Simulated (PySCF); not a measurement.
Excitations are Tamm–Dancoff values on a coarser integration grid. The basis has no diffuse functions, so Rydberg states are missing or too high.

Cartesian coordinates (Å):
SMILES: [SH][Ge]([SH])([Cl])[Cl]
```xyz
7

S      1.6475     0.4984    -0.8397
Ge    -0.1551    -0.3673     0.0730
S     -1.9594     0.4638    -0.8565
Cl    -0.2899    -2.4817    -0.1991
Cl    -0.0732    -0.0261     2.1878
H      2.4149     0.1861     0.2192
H     -1.5849     1.7268    -0.5846
```
Charge 0, multiplicity 1.

**Question.** What is the computed HOMO–LUMO gap, S1 oscillator strength and S1 excitation (TDA) (PBE0-D3(BJ)/def2-TZVP (PySCF 2.14.0))?

**Answer.** 
- HOMO–LUMO gap: 6.39 eV
- S1 oscillator strength: 0.011
- S1 excitation (TDA): 5.02 eV
